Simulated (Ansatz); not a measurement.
Consider the stannylene formation by 1,1-elimination: `[Cl][Sn]([Cl])([Br])[Br]` → `ClBr` + `[Cl][Sn][Br]`.

Calculated with Ansatz (gas phase, PBE0-D4/def2-TZVP geometries, no zero-point term in ΔE). CBS: MP2 limit from def2 TZ/QZ plus the TZ coupled-cluster correction, frozen cores. Functionals use def2-TZVPP. HSE06 is defined as in plane-wave codes. def2 core potentials past Kr. For Br, Sn outer-core shells are correlated without core-valence functions, which leaves a few kJ/mol of doubt a bond. Scalar relativity is left out up to krypton.

CCSD(T)/CBS gives +276.1 kJ/mol.

Question: Another level gave +208.2 kJ/mol. Which?
A. revPBE-D4/def2-TZVPP
B. r2SCAN0-D4/def2-TZVPP
C. HSE06/def2-TZVPP
D. revPBE/def2-TZVPP

Answer: D. revPBE 208.2, r2SCAN0-D4 281.9, HSE06 253.1, revPBE-D4 229.4 kJ/mol.

Question: What do rigid-rotor, harmonic-oscillator terms from PBE0-D4/def2-TZVP frequencies (298.15 K, 1 bar) make of the CCSD(T)/CBS value? (Estimate.)

Answer: Computed: ΔZPE = -3.8 kJ/mol, ΔH = +271.9 kJ/mol, ΔS = 157 J/(mol·K), ΔG = +225.2 kJ/mol.

Largest T1 diagnostic among the species: 0.012.

At CCSD(T), def2-SVP lies +8.1 kJ/mol from the extrapolated value and def2-TZVPP −5.2 kJ/mol. From r2SCAN to r2SCAN0 (25 % exact exchange), in def2-TZVPP and without D4, ΔE moves by +11.4 kJ/mol. Leaving LDA and LC-ωPBE aside and taking each functional with its dispersion term where it has one, the values, not all of them listed here, spread over 75.2 kJ/mol, from BLYP-D4 to PBE-QIDH. LDA lies +33.9 kJ/mol from PBE without D4.

CCSD(T)/CBS has its own doubt, a few kJ/mol and more with outer-core shells, so smaller differences from it don't rank the levels.
